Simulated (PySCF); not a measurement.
## Correlation energy of Fe (iron, neutral)

[Ar] 3d6 4s1 4p1, one real determinant (an excited configuration). Computed with PySCF 2.14 in cc-pwCVTZ (9s8p6d3f2g, 102 functions), with the non-relativistic Hamiltonian (point nucleus). Frozen: [Ar]; 8 electrons correlated.

MP2 pair energies summed by pair of shells (mhartree):

| pair | energy | share (%) |
| --- | --- | --- |
| 3d-3d | -137.75 | 85.6 |
| 3d-4s | -14.12 | 8.8 |
| 3d-4p | -7.09 | 4.4 |
| 4s-4p | -1.90 | 1.2 |

Total MP2 correlation energy: -160.85 mhartree.

Same-spin part -97.03 and opposite-spin part -63.83 mhartree; SCS-MP2 scales them by 1/3 and 6/5 to -108.94 mhartree.

The basis was made for the ground configuration and has no added diffuse functions, which can raise the energy of the promoted electron.

The reference is one real determinant that mixes LS terms of this configuration.
